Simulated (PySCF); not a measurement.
C₃H₁₁NSi₂, SMILES C=C([SiH3])N(C)[SiH3]. Atoms are numbered in the order given.

```xyz
17

C     -1.2382    -1.8083    -0.0714
C     -0.6555    -0.5881     0.0285
Si    -1.7331     0.7726     0.7937
N      0.6444    -0.3187    -0.4205
C      1.3771    -1.4208    -1.0293
Si     1.5556     1.1442    -0.0703
H     -2.2617    -1.9573     0.2734
H     -0.7371    -2.6831    -0.4907
H     -1.9876     1.8881    -0.1636
H     -3.0279     0.1451     1.1728
H     -1.0955     1.3514     2.0134
H      0.8287    -1.8248    -1.8984
H      2.3598    -1.0741    -1.3812
H      1.5404    -2.2519    -0.3185
H      0.5981     2.2594     0.1401
H      2.4336     1.4262    -1.2399
H      2.4239     1.0197     1.1406
```

Geometry optimised at B3LYP-D3(BJ)/def2-SVP. The structure was generated by enumeration, and PubChem lists no compound with its InChIKey, so it may never have been made. One conformer was computed; it need not be the lowest.

Level of theory: PySCF 2.14.0 with TDA-PBE/def2-SVPD.

Vertical excitations. 

**Question.** Give excitation energies, oscillator strengths and character. (The exact figures need the calculation; the answer reports its results.)

**Answer.** 
```
state  energy (eV)  λ (nm)      f                                                            main pairs
-----  -----------  ------  -----  --------------------------------------------------------------------
S1            4.46     278  0.003                                      HOMO→LUMO+1 84 %, HOMO→LUMO 16 %
S2            4.98     249  0.020                                                      HOMO→LUMO+2 98 %
S3            5.24     237  0.013                                                      HOMO→LUMO+3 92 %
S4            5.48     226  0.042                                                      HOMO→LUMO+4 81 %
S5            5.54     224  0.021                                                      HOMO→LUMO+5 81 %
S6            5.60     221  0.118  HOMO→LUMO 29 %, HOMO→LUMO+6 26 %, HOMO→LUMO+5 17 %, HOMO→LUMO+4 11 %
T1            3.73     332      0                                                        HOMO→LUMO 87 %
T2            4.34     286      0                                                      HOMO→LUMO+1 89 %
```
Triplets are in the Tamm–Dancoff approximation.
